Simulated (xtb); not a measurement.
xtb input (GFN1-xTB):

```bash
xtb mol.xyz --gfn 1 --sp --chrg -1 --uhf 0
```
mol.xyz:
```
17

C      2.76762275    -0.09403259    -0.60636654
C      1.29969937    -0.21514786    -0.32935313
C      0.58930121     0.73623206     0.38834885
C     -0.71143211     0.73619929     0.88463647
C     -1.64315158    -0.41349093     0.68223121
C     -2.24865422    -0.52284206    -0.73504485
H      3.42375991    -0.74817888     0.00592621
H      3.04180232    -0.31461102    -1.65303171
H      3.10585013     0.93149559    -0.40897524
H      0.82462981    -1.15399249    -0.60464209
H      1.15851996     1.64641784     0.60990330
H     -1.10028541     1.63668920     1.34806292
H     -2.47278132    -0.37175362     1.40326159
H     -1.11643675    -1.36484223     0.87924911
H     -2.88707638     0.34117829    -0.94329860
H     -1.44838202    -0.52774455    -1.47769449
H     -2.84991259    -1.43616569    -0.86547289
```

Output:

```
           -------------------------------------------------
          |                Calculation Setup                |
           -------------------------------------------------

           -------------------------------------------------
          |                 G F N 1 - x T B                 |
           -------------------------------------------------

        Reference                      10.1021/acs.jctc.7b00118
      * Hamiltonian:
        H0-scaling (s, p, d)           1.850000    2.250000    2.000000
        zeta-weighting                 0.000000
      * Dispersion:
        s8                             2.400000
        a1                             0.630000
        a2                             5.000000
        s9                             0.000000
      * Repulsion:
        kExp                           1.500000
        rExp                           1.000000
      * Coulomb:
        alpha                          2.000000
        third order                    atomic
        anisotropic                    false
      * Halogen bond correction:
        rad-scale                      1.300000
        damping                        0.440000

          ...................................................
          :                      SETUP                      :
          :.................................................:
          :  # basis functions                  46          :
          :  # atomic orbitals                  46          :
          :  # shells                           34          :
          :  # electrons                        36          :
          :  # halogen bonds                     0          :
          :  max. iterations                   250          :
          :  Hamiltonian                  GFN1-xTB          :
          :  restarted?                      false          :
          :  GBSA solvation                  false          :
          :  PC potential                    false          :
          :  electronic temp.          300.0000000     K    :
          :  accuracy                    1.0000000          :
          :  -> integral cutoff          0.2500000E+02      :
          :  -> integral neglect         0.1000000E-07      :
          :  -> SCF convergence          0.1000000E-05 Eh   :
          :  -> wf. convergence          0.2000000E-04 e    :
          :  Broyden damping             0.4000000          :
          :  net charge                         -1          :
          :  unpaired electrons                  0          :
          ...................................................

 iter      E             dE          RMSdq      gap      omega  full diag
   1    -19.0161864 -0.190162E+02  0.886E+00    3.80       0.0  T
   2    -19.0426613 -0.264749E-01  0.533E+00    3.66       1.0  T
   3    -19.0436315 -0.970225E-03  0.619E-01    3.51       1.0  T
   4    -19.0455676 -0.193605E-02  0.910E-02    3.57       1.0  T
   5    -19.0456165 -0.488857E-04  0.114E-02    3.57       2.1  T
   6    -19.0456172 -0.771506E-06  0.328E-03    3.57       7.4  T
   7    -19.0456173 -0.448921E-07  0.126E-03    3.57      19.3  T
   8    -19.0456173 -0.591483E-08  0.114E-04    3.57     212.2  T
   9    -19.0456173 -0.106247E-09  0.271E-05    3.57     896.3  T

   *** convergence criteria satisfied after 9 iterations ***

         #    Occupation            Energy/Eh            Energy/eV
      -------------------------------------------------------------
         1        2.0000           -0.4698313             -12.7848
       ...           ...                  ...                  ...
        12        2.0000           -0.3152912              -8.5795
        13        2.0000           -0.2995661              -8.1516
        14        2.0000           -0.2838527              -7.7240
        15        2.0000           -0.2610985              -7.1049
        16        2.0000           -0.2463118              -6.7025
        17        2.0000           -0.2173294              -5.9138
        18        2.0000           -0.1097053              -2.9852 (HOMO)
        19                          0.0214261               0.5830 (LUMO)
        20                          0.0407388               1.1086
        21                          0.0476132               1.2956
        22                          0.0711374               1.9357
        23                          0.0841189               2.2890
       ...                                ...                  ...
        46                          0.7802213              21.2309
      -------------------------------------------------------------
                  HL-Gap            0.1311314 Eh            3.5683 eV
             Fermi-level           -0.0441396 Eh           -1.2011 eV

 SCC (total)                   0 d,  0 h,  0 min,  0.013 sec
 SCC setup                      ...        0 min,  0.000 sec (  0.857%)
 Dispersion                     ...        0 min,  0.000 sec (  0.475%)
 classical contributions        ...        0 min,  0.000 sec (  0.256%)
 integral evaluation            ...        0 min,  0.003 sec ( 24.094%)
 iterations                     ...        0 min,  0.003 sec ( 22.366%)
 molecular gradient             ...        0 min,  0.007 sec ( 50.922%)
 printout                       ...        0 min,  0.000 sec (  0.924%)

         :::::::::::::::::::::::::::::::::::::::::::::::::::::
         ::                     SUMMARY                     ::
         :::::::::::::::::::::::::::::::::::::::::::::::::::::
         :: total energy             -18.773140280584 Eh    ::
         :: gradient norm              0.027677258528 Eh/a0 ::
         :: HOMO-LUMO gap              3.568266809958 eV    ::
         ::.................................................::
         :: SCC energy               -19.045617295440 Eh    ::
         :: -> electrostatic           0.103707735666 Eh    ::
         :: repulsion energy           0.278434460526 Eh    ::
         :: dispersion energy         -0.005957445671 Eh    ::
         :: halogen bond corr.         0.000000000000 Eh    ::
         :: add. restraining           0.000000000000 Eh    ::
         :: total charge              -1.000000000000 e     ::
         :::::::::::::::::::::::::::::::::::::::::::::::::::::

           -------------------------------------------------
          |                Property Printout                |
           -------------------------------------------------

    * Orbital Energies and Occupations

         #    Occupation            Energy/Eh            Energy/eV
      -------------------------------------------------------------
         1        2.0000           -0.4698313             -12.7848
       ...           ...                  ...                  ...
         6        2.0000           -0.3718328             -10.1181
         7        2.0000           -0.3677360             -10.0066
         8        2.0000           -0.3527659              -9.5992
         9        2.0000           -0.3361878              -9.1481
        10        2.0000           -0.3310803              -9.0092
        11        2.0000           -0.3225345              -8.7766
        12        2.0000           -0.3152912              -8.5795
        13        2.0000           -0.2995661              -8.1516
        14        2.0000           -0.2838527              -7.7240
        15        2.0000           -0.2610985              -7.1049
        16        2.0000           -0.2463118              -6.7025
        17        2.0000           -0.2173294              -5.9138
        18        2.0000           -0.1097053              -2.9852 (HOMO)
        19                          0.0214261               0.5830 (LUMO)
        20                          0.0407388               1.1086
        21                          0.0476132               1.2956
        22                          0.0711374               1.9357
        23                          0.0841189               2.2890
        24                          0.0932612               2.5378
        25                          0.1033279               2.8117
        26                          0.1105580               3.0084
        27                          0.1212704               3.2999
        28                          0.1320353               3.5929
        29                          0.1516522               4.1267
       ...                                ...                  ...
        46                          0.7802213              21.2309
      -------------------------------------------------------------
                  HL-Gap            0.1311314 Eh            3.5683 eV
             Fermi-level           -0.0441396 Eh           -1.2011 eV

  Mulliken/CM5 charges         n(s)   n(p)   n(d)
     1C    -0.04456 -0.18694   0.995  3.050  0.000
     2C    -0.28584 -0.34868   1.005  3.281  0.000
     3C    -0.01589 -0.07282   1.043  2.973  0.000
     4C    -0.30308 -0.36459   1.004  3.299  0.000
     5C     0.00336 -0.10234   1.012  2.985  0.000
     6C    -0.08793 -0.23675   1.009  3.079  0.000
     7H    -0.03813  0.01048   1.038  0.000  0.000
     8H    -0.03677  0.01268   1.037  0.000  0.000
     9H    -0.01798  0.03349   1.018  0.000  0.000
    10H    -0.02393  0.03206   1.024  0.000  0.000
    11H    -0.04519  0.01096   1.045  0.000  0.000
    12H    -0.03658  0.01865   1.037  0.000  0.000
    13H    -0.03540  0.01834   1.035  0.000  0.000
    14H    -0.01353  0.04086   1.014  0.000  0.000
    15H    -0.01193  0.03922   1.012  0.000  0.000
    16H     0.01722  0.06963   0.983  0.000  0.000
    17H    -0.02383  0.02576   1.024  0.000  0.000

Wiberg/Mayer (AO) data.
largest (>0.10) Wiberg bond orders for each atom

 ---------------------------------------------------------------------------
     #   Z sym  total        # sym  WBO       # sym  WBO       # sym  WBO
 ---------------------------------------------------------------------------
     1   6 C    3.983 --     2 C    1.019     9 H    0.985     8 H    0.982
                             7 H    0.976
     2   6 C    3.792 --     3 C    1.500     1 C    1.019    10 H    0.972
                             4 C    0.237
     3   6 C    3.991 --     2 C    1.500     4 C    1.458    11 H    0.968
     4   6 C    3.772 --     3 C    1.458     5 C    1.020    12 H    0.976
                             2 C    0.237
     5   6 C    3.983 --     4 C    1.020     6 C    0.985    13 H    0.981
                            14 H    0.974
     6   6 C    3.989 --    17 H    0.989    15 H    0.989    16 H    0.987
                             5 C    0.985
     7   1 H    1.021 --     1 C    0.976
     8   1 H    1.023 --     1 C    0.982
     9   1 H    1.015 --     1 C    0.985
    10   1 H    1.002 --     2 C    0.972
    11   1 H    1.009 --     3 C    0.968
    12   1 H    1.005 --     4 C    0.976
    13   1 H    1.017 --     5 C    0.981
    14   1 H    1.016 --     5 C    0.974
    15   1 H    1.022 --     6 C    0.989
    16   1 H    1.019 --     6 C    0.987
    17   1 H    1.013 --     6 C    0.989
 ---------------------------------------------------------------------------

Topologies differ in total number of bonds
Writing topology from bond orders to xtbtopo.mol

 dipole moment from electron density (au)
     X       Y       Z
  -0.4348  -0.3615  -0.3663  total (Debye):    1.713

           -------------------------------------------------
          | TOTAL ENERGY              -18.773140280584 Eh   |
          | GRADIENT NORM               0.027677258528 Eh/α |
          | HOMO-LUMO GAP               3.568266809958 eV   |
           -------------------------------------------------

------------------------------------------------------------------------
------------------------------------------------------------------------
 total:
Note: The following floating-point exceptions are signalling: IEEE_DENORMAL
normal termination of xtb
 SCF:
```

It need not be the lowest isomer of its formula. Whether it binds its extra electron was not tested at this geometry.
